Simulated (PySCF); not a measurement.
Gas-phase reaction: TaOF3 + 2 FO → TaF5 + 3 O

Energies from PySCF, thermal terms from the rigid-rotor harmonic-oscillator model, ideal gas at 1 bar. † marks an energy on the PBE0/def2-TZVP geometry and frequencies. CCSD(T) freezes the core. Open shells (unrestricted): FO (multiplicity 2, electronic degeneracy 4), O (multiplicity 3, electronic degeneracy 9); the rest are closed-shell singlets. Spin-orbit splitting is ignored; it lowers the true energy and changes the entropy of FO, O. B3LYP is the form with VWN-RPA correlation. Ta: scalar-relativistic def2 core potential, no spin-orbit coupling. TaOF3: computed as isolated molecules; such fragments, hydroxides, amides, oligomers or adducts are transient or little studied in the gas. CCSD(T) isn't extrapolated to the basis-set limit; its ΔH°(298 K) is -33.2 kJ in def2-SVP and 17.8 kJ in def2-TZVPP. The harmonic model lacks anharmonicity and excited electronic states, which grow with temperature; levels with a mode under 35 cm⁻¹ are left out. Soft modes under 120 cm⁻¹ make the harmonic entropy rough for TaF5. Warning, large T1 diagnostic: TaOF3 (CCSD(T)/def2-SVP†).

```tsv
level	ΔE electronic, kJ	ΔH°(298 K), kJ	ΔS°(298 K), J/K	ΔG°(1000 K), kJ
B3LYP/def2-TZVP†	95	90	75	4
CCSD(T)/def2-SVP†	-28	-33	75	-119
CCSD(T)/def2-TZVPP†	23	18	75	-68
HF/def2-TZVP†	-479	-484	75	-570
PBE0/def2-SVP†	77	72	75	-14
r2SCAN/def2-TZVP†	105	101	75	15
LDA/def2-TZVP†	369	364	75	278
ωB97M-V/def2-TZVP†	78	73	75	-13
```
ΔH° is lowest at HF/def2-TZVP† and highest at LDA/def2-TZVP†. No reference value is set beside these.
